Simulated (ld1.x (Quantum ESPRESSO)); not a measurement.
# Si TM: all-electron and pseudo phase curves

silicon (Si), norm-conserving Troullier–Martins (Kleinman–Bylander form), made with ld1.x (Quantum ESPRESSO) 7.5 (PBE, scalar-relativistic). Core [Ne], reference 3s2 3p1 (charge +1). Waves: 3p (bound): rc 1.60 bohr; 3s (bound): rc 1.40 bohr. Local part: the s channel. Core correction: none.

The phase is arctan(r·u′/u) with u = r·R(r), unwrapped; energies in Ry, scanned from -3 to 5 Ry. A pole is an energy at which the radial function vanishes at the test radius. The pseudo phase is shifted by a multiple of π to meet the all-electron one at the reference energy, and phase errors are pseudo minus all-electron; the curves can meet again beyond the range given. Levels narrower than the energy grid can be missing from the lists of poles.

```json
{"channel": "s", "radius (bohr)": "1.74", "reference energy (Ry)": "-1.40", "poles, all-electron": "3.40", "poles, pseudo": "2.70", "unbroken range about the reference energy with phases within 0.05 rad": "below 3.0", "phase error 1 Ry above the reference energy (rad)": "-0.010"}
{"channel": "p", "radius (bohr)": "1.74", "reference energy (Ry)": "-0.86", "poles, all-electron": "4.29", "poles, pseudo": "3.16", "unbroken range about the reference energy with phases within 0.05 rad": "below 1.3", "phase error 1 Ry above the reference energy (rad)": "-0.028"}
```

Phases in the s channel:

```csv
E (Ry),all-electron,pseudo
-3.00,0.969,0.963
-2.76,0.907,0.901
-2.52,0.828,0.823
-2.28,0.727,0.722
-2.04,0.595,0.592
-1.80,0.424,0.423
-1.56,0.208,0.207
-1.32,-0.048,-0.048
-1.08,-0.316,-0.318
-0.84,-0.562,-0.567
-0.60,-0.766,-0.773
-0.36,-0.925,-0.935
-0.12,-1.047,-1.060
0.12,-1.141,-1.157
0.36,-1.216,-1.233
0.60,-1.275,-1.295
0.84,-1.324,-1.345
1.08,-1.365,-1.388
1.32,-1.399,-1.424
1.56,-1.428,-1.456
1.80,-1.454,-1.484
2.04,-1.477,-1.510
2.28,-1.497,-1.533
2.52,-1.515,-1.555
2.76,-1.532,-1.576
3.00,-1.547,-1.596
3.24,-1.562,-1.616
3.48,-1.575,-1.636
3.72,-1.588,-1.657
3.96,-1.600,-1.679
4.20,-1.612,-1.702
4.44,-1.623,-1.728
4.68,-1.634,-1.757
4.92,-1.645,-1.791
```
